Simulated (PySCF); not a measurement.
Li, charge -1, singlet (in this run its highest filled SCF level lies above zero, so its values depend strongly on the basis, on diffuse functions most of all). Base run: PySCF with R2SCAN/3-21G.

Geometry (Å):
```xyz
1

Li     0.0000     0.0000     0.0000
```
Charge -1, spin multiplicity 1.
All else is at PySCF's defaults.
Base energy -7.43743 Eh.

The base run was repeated with changes; each row names its change, and settings that it needs were set with it.

```csv
change,ΔE vs base (mEh),SCF cycles
base,0.000,5
level_shift = 0.1 (with mf.max_cycle = 100),0.000,9
diis = off; damp = 0.3 (with mf.diis_start_cycle = 200; with mf.max_cycle = 150),0.000,8
diis = off; damp = 0.6 (with mf.diis_start_cycle = 200; with mf.max_cycle = 150),0.000,16
level_shift = 1.0 (with mf.max_cycle = 100),0.000,44
level_shift = 0.3 (with mf.max_cycle = 100),0.000,18
DIIS = EDIIS,0.000,7
init_guess = mod_huckel,0.000,4
conv_tol = 1e-6,0.000,4
init_guess = vsap,0.000,4
diis_space = 12,0.000,5
solver = newton; init_guess = 1e,0.000,-
diis_space = 4,0.000,5
```
